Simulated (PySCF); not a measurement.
Ground-state electric properties of a mixed set of molecules.

All values: B3LYP/def2-SVPD (PySCF) at PBE0-D3(BJ)/def2-SVP geometries, gas phase, one conformer each. Core orbitals are frozen in the response; Δα² is half the sum of the squared differences of the principal polarisabilities.

Question: Rank by dipole moment, lowest first.
A. `[CH2:1]=[CH:2][C:3](=[CH2:4])[CH2:5][B:6]([CH3:7])[CH3:8]` with C1–C2–C3–C4 -179°, C2–C3–C5–B6 -71°, C3–C5–B6–C7 -25°
B. 3-chlorobenzonitrile, `N#CC1=CC=CC(Cl)=C1`
C. SiEtCl3, `CC[Si](Cl)(Cl)Cl`
D. `[CH3:1]/[CH:2]=[C:3](/[F:4])[CH2:5][O:6][CH2:7][CH3:8]` with C2–C3–C5–O6 26°, C3–C5–O6–C7 73°, C5–O6–C7–C8 179°
E. `[CH2:1]=[CH:2][BH:3][CH:4]1[CH2:5][CH2:6][CH2:7][CH2:8]1` with C1–C2–B3–C4 -177°, C2–B3–C4–C5 97°, B3–C4–C5–C6 163°, C4–C5–C6–C7 -22°, C5–C6–C7–C8 -4°, C6–C7–C8–C4 28°

Answer: A (0.37 D), E (0.68 D), D (1.30 D), C (2.28 D), B (4.03 D).

Question: Rank by HOMO energy, highest first.
A. `NC[SiH2]C=O`
B. `C/C=C(/F)COCC`
C. `CC[Si](Cl)(Cl)Cl`
D. `N#CC1=CC=CC(Cl)=C1`
E. `C=CBC1CCCC1`

Answer: A (-6.54 eV), B (-6.78 eV), D (-7.61 eV), E (-7.93 eV), C (-8.86 eV).

Question: Rank by mean static polarisability, highest first.
A. `C=C(C=C)CB(C)C`
B. `N#CC1=CC=CC(Cl)=C1`
C. `CC[Si](Cl)(Cl)Cl`
D. `[SiH2](C=O)CN`
E. `C/C=C(/F)COCC`

Answer: A (15.38 Å³), B (14.97 Å³), C (13.30 Å³), E (11.94 Å³), D (9.82 Å³).

All values together:

```csv
SMILES,formula,μ (D),HOMO (eV),LUMO (eV),α (Å³),Δα (Å³),electrons,α per electron (Å³),ΔSCF removal energy (eV)
C=CC(=C)CB(C)C,C7H13B,0.37,-6.43,-1.06,15.38,5.40,60,0.256,8.43
C=CBC1CCCC1,C7H13B,0.68,-7.93,-1.89,14.87,7.13,60,0.248,9.87
CC[Si](Cl)(Cl)Cl,C2H5Cl3Si,2.28,-8.86,-0.54,13.30,1.29,82,0.162,–
N#Cc1cccc(Cl)c1,C7H4ClN,4.03,-7.61,-2.15,14.97,10.84,70,0.214,9.54
NC[SiH2]C=O,C2H7NOSi,4.17,-6.54,-1.74,9.82,2.87,48,0.205,8.76
C/C=C(/F)COCC,C6H11FO,1.30,-6.78,0.14,11.94,3.14,64,0.187,–
```

Conformers: `[CH2:1]=[CH:2][C:3](=[CH2:4])[CH2:5][B:6]([CH3:7])[CH3:8]` with C1–C2–C3–C4 -179°, C2–C3–C5–B6 -71°, C3–C5–B6–C7 -25°; `[CH2:1]=[CH:2][BH:3][CH:4]1[CH2:5][CH2:6][CH2:7][CH2:8]1` with C1–C2–B3–C4 -177°, C2–B3–C4–C5 97°, B3–C4–C5–C6 163°, C4–C5–C6–C7 -22°, C5–C6–C7–C8 -4°, C6–C7–C8–C4 28°; `[NH2:1][CH2:2][SiH2:3][CH:4]=[O:5]` with H–N1–C2–Si3 170° and -70°, N1–C2–Si3–C4 -60°, C2–Si3–C4–O5 -157°; `[CH3:1]/[CH:2]=[C:3](/[F:4])[CH2:5][O:6][CH2:7][CH3:8]` with C2–C3–C5–O6 26°, C3–C5–O6–C7 73°, C5–O6–C7–C8 179°.

A dash marks a removal energy that wasn't run or isn't settled.

How closely does the mean polarisability follow the number of electrons in this set?

The correlation coefficient is 0.41; α per electron runs from 0.162 to 0.256 Å³.
